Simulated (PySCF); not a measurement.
C3H6GeO, SMILES O=C1[CH2][GeH2][CH2]1. Atoms are numbered in the order given.

```xyz
11

O     -2.5331     0.3432     0.0000
C     -1.4107    -0.0911     0.0000
C     -0.4955    -0.3089    -1.2151
Ge     1.0428     0.0949     0.0000
C     -0.4955    -0.3089     1.2151
H     -0.7606     0.2836    -2.1004
H     -0.4526    -1.3776    -1.4860
H      2.2169    -0.8979     0.0000
H      1.5131     1.5580     0.0000
H     -0.4526    -1.3776     1.4860
H     -0.7606     0.2836     2.1004
```
Charge 0, spin multiplicity 1.

The structure is a stationary point at B3LYP-D3(BJ)/def2-SVP. This is a generated structure with no PubChem entry under its InChIKey; it may be hypothetical.

Two levels are set side by side: PBE/pcSseg-1 (PySCF) and KT2/pcSseg-1 (PySCF). GIAO shifts against GeH4 (⁷³Ge), H2O (¹⁷O), TMS (¹H), TMS (¹³C) at the same level; non-relativistic, no solvent, atoms listed together averaged. Differences are taken from unrounded values.

| quantity | PBE |
|---|---|
| δ(¹⁷O) of O1 (ppm) | 644.6 |
| δ(¹³C) of C2 (ppm) | 200.7 |
| δ(¹³C) of C3, C5 (ppm) | 47.7 |
| δ(⁷³Ge) of Ge4 (ppm) | 89.3 |
| δ(¹H) of H8, H9 (ppm) | 4.58 |

### Question
These are the PBE values. What does KT2 give? (The exact figures need the calculation; the answer reports its results.)

### Answer

```csv
quantity,KT2,PBE minus KT2
δ(¹⁷O) of O1 (ppm),602.9,41.6
δ(¹³C) of C2 (ppm),189.6,11.1
"δ(¹³C) of C3, C5 (ppm)",45.8,1.9
δ(⁷³Ge) of Ge4 (ppm),85.7,3.6
"δ(¹H) of H8, H9 (ppm)",4.51,0.07
```

Rough cost on one machine, each run with all the roots and properties that it gave: KT2 against PBE within a factor of 2.
